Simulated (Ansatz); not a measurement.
ZrO4H4 (the lowest singlet isomer of a short search) was relaxed with PBE-D4 (def2-SVP) in Ansatz in these states: charge +1 doublet, neutral singlet. The geometries follow in no particular order.

In the def2 sets Zr takes a core potential; there is no spin–orbit coupling.

A:

```xyz
9

Zr    0.2568    0.5857   -0.0957
O    -1.8979   -1.0582    1.2815
O    -0.6153   -0.6684    1.4148
O     2.1110    0.3576    0.0684
O    -0.4224    0.0823   -1.7714
H     3.0549    0.1758   -0.0939
H    -0.5144   -0.2103   -2.6968
H    -2.0165   -1.7435    1.9950
H     0.0438    2.4790   -0.1018
```

B:

Cartesian coordinates in Å:
```
Zr -0.202 -0.102 -0.057
O 1.476 0.659 1.312
O 1.244 1.345 0.016
O -1.496 0.579 -1.304
O 0.424 -1.871 -0.497
H -2.123 0.919 -1.957
H 0.732 -2.634 -1.006
H 1.158 1.320 1.966
H -1.212 -0.214 1.528
```

Task: Judge from the bond lengths which geometry belongs to which state (an estimate).

Result: A is the charge +1 doublet (Zr1–O2 3.040 Å, O2–O3 1.347 Å, Zr1–O3 2.148 Å); B is the neutral singlet (Zr1–O2 2.296 Å, O2–O3 1.484 Å, Zr1–O3 2.048 Å).
